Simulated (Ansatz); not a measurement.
`[Br][SnH3]` + H₂S → `[SH][SnH3]` + HBr at 600 K and 1 bar (ligand exchange at the Sn–Br bond).

Gas-phase electronic energies from Ansatz, PBE0-D4/def2-TZVP geometries. CCSD(T)/CBS is the MP2 limit (def2-TZVPP, def2-QZVPP) plus CCSD(T) − MP2 in def2-TZVPP, frozen cores. This one scheme is used for every species. def2 core potentials past Kr. For Br, Sn outer-core shells are correlated without core-valence functions, which leaves a few kJ/mol of doubt a bond. Scalar relativity is left out up to krypton.

```csv
species,CCSD(T)/CBS energy (Eh),H − E (kJ/mol),S (J/(mol·K))
`[Br][SnH3]`,-2789.16986,90.5,337.8
H₂S,-398.97279,60.8,230.9
`[SH][SnH3]`,-614.20548,117.8,361.0
HBr,-2573.91920,33.5,219.1
```

H − E and S are ideal-gas, rigid-rotor, harmonic terms from PBE0-D4/def2-TZVP. 1 Eh = 2625.50 kJ/mol, R = 8.31446 J/(mol·K).

Problem. By hand: ΔE, ΔH, ΔS and ΔG.

Solution. ΔE = (-614.20548) + (-2573.91920) − (-2789.16986) − (-398.97279) = 0.01797 Eh = 47.2 kJ/mol. Δ(H − E) = 117.8 + 33.5 − 90.5 − 60.8 = 0.0, so ΔH = 47.2 kJ/mol. ΔS = 361.0 + 219.1 − 337.8 − 230.9 = 11.4 J/(mol·K). ΔG = 47.2 − 600 × (11.4)/1000 = 40.4 kJ/mol.

Problem. By hand: the equilibrium constant, and the temperature at which ΔG would vanish if ΔH and ΔS stayed fixed.

Solution. log₁₀ K = −ΔG/(RT ln 10) = -3.5. ΔG = 0 at ΔH/ΔS = 4140 K, far beyond where these terms or the molecules hold.

The number of gas molecules stays the same, so ΔS is small and ΔH decides. A doubt of 5 kJ/mol in ΔE shifts log₁₀ K by 0.4 here. These are equilibria of isolated gas molecules and say nothing of rates. Largest T1 diagnostic: 0.012 (customary marks: 0.02 for closed shells, 0.045 for open ones).
